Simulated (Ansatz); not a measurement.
Reaction (formal exchange of groups at the Sn–C bond): `C#C[CH](F)[SnH3]` + `CC(Cl)CCl` → `C[CH](Cl)[SnH3]` + `C#CC(F)CCl`

Calculated with Ansatz (gas phase, PBE0-D4/def2-TZVP geometries, no zero-point term in ΔE). CCSD(T)/CBS adds triple-zeta CCSD(T) − MP2 to the extrapolated MP2 energy (def2 sets, frozen cores). Functionals use def2-TZVPP. Elements past krypton have def2 core potentials. For Sn outer-core shells are correlated without core-valence functions, which leaves a few kJ/mol of doubt a bond. Each species was taken in one conformer, which may not be the lowest.

(1) Is it downhill or uphill in electronic energy at CCSD(T)/CBS, and by how much? (Best estimate.)

(2) What do these levels give: r2SCAN-D4, ωB97M-V, HF/def2-TZVPP, MP2/def2-TZVPP, CCSD(T)/def2-TZVPP, MP2/CBS(def2)? (Estimate.)

Largest T1 diagnostic among the species: 0.013.

## Answers

(1) Ansatz gave: Nearly level: ΔE = +0.03 eV.

(2) Ansatz gave: r2SCAN-D4 0.11, ωB97M-V 0.06, HF/def2-TZVPP 0.02, MP2/def2-TZVPP 0.02, CCSD(T)/def2-TZVPP 0.03, MP2/CBS(def2) 0.02 eV.
